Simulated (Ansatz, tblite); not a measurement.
Cost and result up the ladder for SbH2Et (C2H7Sb) (10 atoms). The state is a singlet with charge 0. Geometry: PBE0-D4/def2-SVP.

```xyz
10

Sb   -1.5752   -0.8552   -0.6844
H    -1.9771    0.0198   -2.1080
H    -0.4442   -1.8176   -1.5510
C    -0.0536    0.5874   -0.0494
C     0.8500    0.0344    1.0393
H    -0.6023    1.4757    0.3015
H     0.5186    0.8863   -0.9392
H     1.5833    0.7884    1.3705
H     0.2806   -0.2775    1.9298
H     1.4200   -0.8417    0.6910
```

Ansatz on 2 threads of Arm Neoverse V1 on a shared host; xTB runs through tblite on one thread. Times are rough, summed over both states, and most runs start from the orbitals of an earlier one. PBE0-D4/def2-TZVP serves as the yardstick here, not as an exact answer. The other state is a triplet.

In the def2 sets Sb takes a core potential; there is no spin–orbit coupling. The xTB rows come from tblite.

xTB has no spin-polarisation term.

```json
{"level": "GFN2-xTB", "functions": "24", "wall time": "0.007 s"}
{"level": "GFN1-xTB", "functions": "31", "wall time": "0.01 s"}
{"level": "PBE-D4/def2-TZVP (with forces)", "functions": "154", "wall time": "7.1 s"}
{"level": "PBE0-D4/def2-TZVP", "functions": "154", "wall time": "10 s"}
{"level": "r2SCAN-D4/def2-TZVP", "functions": "154", "wall time": "14 s"}
```

Problem. Estimate what each level gives for the vertical triplet (eV).

Solution. 
```tsv
level	vertical triplet (eV)	difference from PBE0-D4/def2-TZVP (eV)
GFN2-xTB	4.47	-0.08
GFN1-xTB	5.54	0.99
PBE-D4/def2-TZVP (with forces)	4.49	-0.06
PBE0-D4/def2-TZVP	4.55	0.00
r2SCAN-D4/def2-TZVP	4.51	-0.04
```
